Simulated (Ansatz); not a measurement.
The same path of C2H11AlOSi2 (17 atoms, charge 0, multiplicity 1) was run twice with different band settings. The coordinate that changes most is the dihedral H7–C1–O2–Si3.

Theory: Ansatz 0.2.0, RKS B3LYP/STO-3G.

Relaxed end points:

```xyz
17
Properties=species:S:1:pos:R:3
C -2.015 -0.693 0.833
O -0.729 -1.289 1.175
Si 0.435 -1.028 -0.102
C 1.842 -2.189 0.381
Al 1.101 1.182 -0.399
Si -0.330 2.921 -0.895
H -2.463 -1.099 -0.104
H -1.985 0.417 0.721
H -2.720 -0.917 1.660
H -0.145 -1.569 -1.328
H 2.617 -2.217 -0.397
H 1.480 -3.215 0.522
H 2.327 -1.880 1.316
H 2.570 1.498 -0.288
H 0.008 3.565 -2.148
H -1.722 2.545 -1.013
H -0.290 3.968 0.105
```

```xyz
17
Properties=species:S:1:pos:R:3
C -1.979 -0.481 1.042
O -0.687 -1.047 1.412
Si 0.406 -1.045 0.049
C 1.813 -2.151 0.647
Al 1.101 1.059 -0.660
Si -0.318 2.742 -1.350
H -1.932 0.592 0.737
H -2.638 -0.538 1.933
H -2.489 -1.029 0.217
H -0.256 -1.767 -1.035
H 2.542 -2.334 -0.153
H 1.437 -3.127 0.981
H 2.356 -1.704 1.489
H 2.581 1.336 -0.698
H -0.053 3.151 -2.714
H -1.724 2.402 -1.309
H -0.180 3.941 -0.549
```

Common settings: movable images 5; climbing image yes; spring 5.0 eV/Å²; start path IDPP; force threshold 0.05 eV/Å; end points relaxed.

| run | optimiser | iteration limit |
| --- | --- | --- |
| 1 | quadratic models (default) | 55 |
| 2 | fire | 60 |

**Question.** What does each run give, and how far can it be trusted?

**Answer.** Run 1: converged after 6 iterations, highest image 0.101 eV above the first end. A vibrational analysis at the climbing image gives one clearly imaginary mode, 212i cm⁻¹: a first-order saddle point.
Run 2: converged after 27 iterations, highest image 0.101 eV above the first end. Another band between the same ends (5 images) ends at a top of the same energy, where a vibrational analysis finds 1 clearly imaginary mode.
Limits of this set-up: minimal basis.
